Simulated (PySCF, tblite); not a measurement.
Isomers of C4H9O2PSi, one GFN2-xTB conformer each. Single-point energies are computed at PBE0/pcSseg-1 (PySCF, gas phase, no added dispersion term), electronic only.

```json
{"SMILES": "CO[C@@H]1C(=O)C[Si@@H]1P", "GFN2-xTB relative energy (kJ/mol)": "178.1"}
{"SMILES": "O=CO[Si@H](P)C1CC1", "GFN2-xTB relative energy (kJ/mol)": "0.0"}
```

Conformers: `[CH3:1][O:2][C@@H:3]1[C:4](=[O:5])[CH2:6][Si@@H:7]1[PH2:8]` with C1–O2–C3–C4 -68°, C6–Si7–P8–H -141° and 126°, O2–C3–C4–O5 120°, C3–C4–C6–Si7 -25°, C4–C6–Si7–P8 116°, O2–C3–Si7–C6 95°; `[O:1]=[CH:2][O:3][Si@H:4]([PH2:5])[CH:6]1[CH2:7][CH2:8]1` with O1–C2–O3–Si4 -2°, C2–O3–Si4–P5 -7°, O3–Si4–P5–H 173° and 80°, O3–Si4–C6–C7 59°.

Problem. What does PBE0/pcSseg-1 give for the same structures?

Solution. 
| SMILES | PBE0/pcSseg-1 E (Eh) | PBE0/pcSseg-1 (kJ/mol) | GFN2-xTB (kJ/mol) | point group |
| --- | --- | --- | --- | --- |
| O=CO[Si@H](P)C1CC1 | -938.49658 | 0.0 | 0.0 | C1 |
| CO[C@@H]1C(=O)C[Si@@H]1P | -938.42775 | 180.7 | 178.1 | C1 |

Both levels put the same isomer lowest. As drawn, the lower has a three-membered ring, a C(=O)–O unit and an Si–O bond, which the higher lacks; the higher has a four-membered ring, which the lower lacks.

Problem. Which frontier levels, dipoles and rotational constants go with these structures?

Solution. 
```tsv
SMILES	HOMO (eV, PBE0/pcSseg-1)	LUMO (eV)	dipole (D)	A, B, C (MHz)
O=CO[Si@H](P)C1CC1	-7.28	-0.04	2.47	1993, 1140, 900.0
CO[C@@H]1C(=O)C[Si@@H]1P	-6.90	-1.06	2.18	2104, 1191, 863.7
```

Problem. What happens when harmonic zero-point energies from GFN2-xTB frequencies are added?

Solution. 
| SMILES | ZPE (kJ/mol) | electronic (kJ/mol) | with ZPE (kJ/mol) |
| --- | --- | --- | --- |
| O=CO[Si@H](P)C1CC1 | 317.2 | 0.0 | 0.0 |
| CO[C@@H]1C(=O)C[Si@@H]1P | 314.2 | 180.7 | 177.7 |

The zero-point energies span 3.0 kJ/mol. The order is unchanged.
